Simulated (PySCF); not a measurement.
Polarisability and C₆ of Pb⁻ (lead, charge -1)

[Xe] 4f14 5d10 6s2 6p3, high-spin 4S determinant. Calculation: PySCF 2.14, in aug-cc-pVQZ-PP with ECP60MDF; a scalar-relativistic core potential. Coupled (time-dependent) response in atomic units; α is the mean over directions.

| method | mean α (bohr³) | C₆ (like pair) | S(−4) |
| --- | --- | --- | --- |
| UHF | 204.8 | 3784 | 21790 |

S(−4) is the Cauchy moment in α(ω) = α(0) + S(−4) ω² + …

α(iu) at UHF:

| u (hartree) | α(iu) (bohr³) |
| --- | --- |
| 0 | 204.8 |
| 0.0500 | 165.4 |
| 0.100 | 114.1 |
| 0.200 | 59.94 |
| 0.300 | 37.09 |
| 0.500 | 18.96 |
| 0.750 | 10.92 |
| 1.00 | 7.395 |
| 1.50 | 4.279 |
| 2.00 | 2.872 |
| 3.00 | 1.574 |
| 5.00 | 0.6748 |

A single London oscillator, α(iu) = α/(1 + u²/ω²), gives C₆ = (3/4) ω α². Matching the computed C₆ needs ω = 4 × 3784 / (3 × 204.8²) = 0.120 hartree.

For an ion, C₆ is the dispersion term alone; charge-induced terms of lower order in 1/R come first.

Energies and moments cover only the electrons outside the core potential. Spin-orbit coupling, which splits the p, d and f shells strongly at this Z, is absent. Spin-orbit coupling is strong in this species (close to jj coupling), so the high-spin LS determinant is a model state, not a physical level.
